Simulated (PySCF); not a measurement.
Polarisability and C₆ of O⁻ (oxygen, charge -1)

[He] 2s2 2p5, 2P determinant. Computed with PySCF 2.14 in aug-cc-pwCVTZ (7s6p4d2f, 59 functions), with the non-relativistic Hamiltonian (point nucleus). Coupled (time-dependent) response in atomic units; α is the mean over directions.

```csv
method,mean α (bohr³),"α xx, yy, zz",C₆ (like pair),S(−4)
UHF,11.99,"8.356, 13.81, 13.81",53.25,101.3
```

S(−4) is the Cauchy moment in α(ω) = α(0) + S(−4) ω² + …

α(iu) at UHF:

```json
{"u (hartree)": "0", "α(iu) (bohr³)": "11.99"}
{"u (hartree)": "0.0500", "α(iu) (bohr³)": "11.75"}
{"u (hartree)": "0.100", "α(iu) (bohr³)": "11.12"}
{"u (hartree)": "0.200", "α(iu) (bohr³)": "9.475"}
{"u (hartree)": "0.300", "α(iu) (bohr³)": "7.998"}
{"u (hartree)": "0.500", "α(iu) (bohr³)": "5.873"}
{"u (hartree)": "0.750", "α(iu) (bohr³)": "4.157"}
{"u (hartree)": "1.00", "α(iu) (bohr³)": "3.039"}
{"u (hartree)": "1.50", "α(iu) (bohr³)": "1.783"}
{"u (hartree)": "2.00", "α(iu) (bohr³)": "1.159"}
{"u (hartree)": "3.00", "α(iu) (bohr³)": "0.6015"}
{"u (hartree)": "5.00", "α(iu) (bohr³)": "0.2489"}
```

For an ion, C₆ is the dispersion term alone; charge-induced terms of lower order in 1/R come first.

The components differ because the open shell of this determinant is not spherical; for a pure term their mean is the scalar polarisability.
